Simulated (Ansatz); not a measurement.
A made-up structure of H$_{2}$TeSO, singlet:

| atom | x (Å) | y (Å) | z (Å) |
| --- | --- | --- | --- |
| O1 | -1.0428 | -1.1127 | -0.1958 |
| S2 | -0.8458 | 0.3341 | 0.5875 |
| Te3 | 1.1739 | 1.2631 | -0.1991 |
| H4 | -1.4688 | -0.9363 | -1.0425 |
| H5 | -1.8402 | 0.5978 | 1.4770 |

It is relaxed with PBE-D4/def2-SVP and then PBE0-D4/def2-TZVP (Ansatz 0.2.0). Atoms count as bonded within 1.22 times the sum of their covalent radii (H–H: 0.88 Å). The end point is not checked to be a true minimum.

Does its bonding change? (Judge from chemistry; the calculation decides.)

Computed: No: no bond forms or breaks.

Where it ends: The first stage lowers the energy by 1.51 eV in 10 steps. It ends as H₂TeSO ([OH][SH][Te]):
O1  (-1.326, -1.116, -0.142)
S2  (-0.599, -0.089, 0.913)
Te3  (0.844, 1.335, -0.248)
H4  (-1.280, -0.708, -1.022)
H5  (-1.663, 0.725, 1.126)
(Å)

Labels in which every atom is bracketed show which atoms are joined, not bond orders.

For scale, one of the runs: PBE0-D4/def2-TZVP relaxation, 130 basis functions, launched by `ansatz run in.yaml --threads 2 --pin off --events-out ev --progress --plain --max-ram 4352MiB`. The run took about 26 s on 2 CPU threads of an Arm Neoverse V2 (shared host).
